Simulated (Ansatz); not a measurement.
`B[CH]([GeH3])Br`. The species carries charge 0 and has multiplicity 1. All single points use the PBE0-D4/def2-TZVP geometry.

```xyz
10

B    -1.397    0.595    0.179
C    -0.447   -0.201   -0.704
Ge    1.268   -0.105    0.341
Br   -0.840   -2.087   -0.972
H    -2.109    0.064    0.976
H    -1.330    1.790    0.127
H    -0.194    0.224   -1.675
H     1.755    1.352    0.400
H     1.031   -0.652    1.753
H     2.264   -0.981   -0.425
```

Problem. What is the dipole moment at ωB97M-V/def2-TZVPP? (Estimate.)

Solution. Ansatz gave: 1.68 D, with components (1.13, 1.24, -0.05) D in this frame, pointing from negative to positive charge.

Problem. And with PBE, r2SCAN, B3LYP? (An estimate is asked.)

Solution. The calculation gave: PBE 1.61 D, r2SCAN 1.70 D, B3LYP 1.65 D.

Problem. Give the Mulliken charges with ωB97M-V, B3LYP, r2SCAN in def2-TZVPP. (Estimate.)

Solution. Computed: 
```
atom  ωB97M-V  B3LYP  r2SCAN
  B1    -0.25  -0.17   -0.10
  C2    -0.21  -0.11   -0.08
 Ge3     0.04   0.10    0.10
 Br4    -0.08  -0.12   -0.13
  H5     0.10   0.05    0.03
  H6     0.09   0.05    0.02
  H7     0.19   0.15    0.13
  H8     0.03   0.00    0.00
  H9     0.05   0.02    0.02
 H10     0.06   0.03    0.02
```

B3LYP here is the variant with VWN-RPA as its local correlation; programs differ in this.
